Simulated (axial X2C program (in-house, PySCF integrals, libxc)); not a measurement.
Potential curves of NaY⁺, two-component

Calculated with an in-house all-electron X2C program for linear molecules (integrals from PySCF). Two-component (2c) means X2C with spin–orbit coupling and atomic mean-field two-electron Coulomb and Gaunt terms. Basis: Y dyall-cv3z [11s12p9d6f3g], Na dyall-cv3z [9s8p5d2f] (cores contracted in-house); Gaussian nuclei, density fitting, unrestricted open shells. Masses: Y 88.906 u, Na 22.990 u.

State: Ω = 1/2 (⟨Sz⟩ = 0.50, ⟨Lz⟩ = 0.00 at PBE0). Energies in kJ/mol from the lowest point of each curve. Fits are polynomials in 1 − R0/R over 0.85 to 1.23 times the lowest point R0.

```tsv
R (Å)	PBE0	TPSS
3.0667	17.01	20.03
3.2077	7.11	9.11
3.3135	2.82	4.10
3.4192	0.60	1.21
3.5250	0.00	0.00
3.6484	0.92	0.27
3.7717	3.11	1.88
3.9304	7.25	5.36
4.1242	13.55	10.98
4.4062	23.75	20.38
```

Occupations by symmetry block were frozen at the best pattern of an incomplete PBE0 search. Density functionals use the spin component along the axis (collinear). PBE0 can misorder states that lie within some tenths of an eV, so this need not be the ground state of the molecule. The nearest other 2c determinant of the search, Ω = 3/2, lies 0.16 eV up at the distance of the search.

Task: What are Re and ωe at the PBE0 level?

Result: At PBE0, 2c: Re = 3.516 Å, ωe ≈ 134 cm⁻¹; Be follows as 0.0746 cm⁻¹.

Task: What are Re and ωe at the TPSS level?

Result: At TPSS, 2c: Re = 3.565 Å, ωe ≈ 129 cm⁻¹; Be follows as 0.0726 cm⁻¹.
